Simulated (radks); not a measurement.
Problem. The table gives one normalised radial function P(r) = r R(r) of Xe in [Xe] (r in bohr). Calculated with a radial shooting solver on a logarithmic mesh with Libxc functionals: scalar-relativistic Kohn-Sham, PBEsol, spin-polarised, spherical densities, point nucleus; hard spherical wall at 7 bohr.

r	P
0.002168	0.0487
0.002891	0.0607
0.003825	0.0742
0.005102	0.0894
0.006751	0.1040
0.008932	0.1163
0.01191	0.1225
0.01576	0.1166
0.02102	0.0915
0.02782	0.0427
0.0371	-0.0330
0.04909	-0.1188
0.06495	-0.1862
0.08663	-0.1875
0.1146	-0.0841
0.1529	0.1107
0.2023	0.2734
0.2698	0.2451
0.357	-0.0282
0.4723	-0.3576
0.63	-0.4106
0.8335	-0.0428
1.112	0.5097
1.471	0.8310
1.962	0.7784
2.596	0.4968
3.435	0.2206
4.581	0.0627
6.061	0.0102

Which n and l does it have? It may be an empty orbital.

Solution. n = 5, l = 0: the number of nodes gives n - l - 1 = 4, the rise at small r (about r^(l+1), flatter next to the nucleus through relativity) gives l, and the extent must fit the shell. The curve is that of 5s. 5s: eigenvalue -19.630 eV, 4 radial nodes at r = 0.0331, 0.131, 0.349, 0.853 bohr, <r> = 1.86 bohr, 90 % of the charge inside 2.72 bohr.
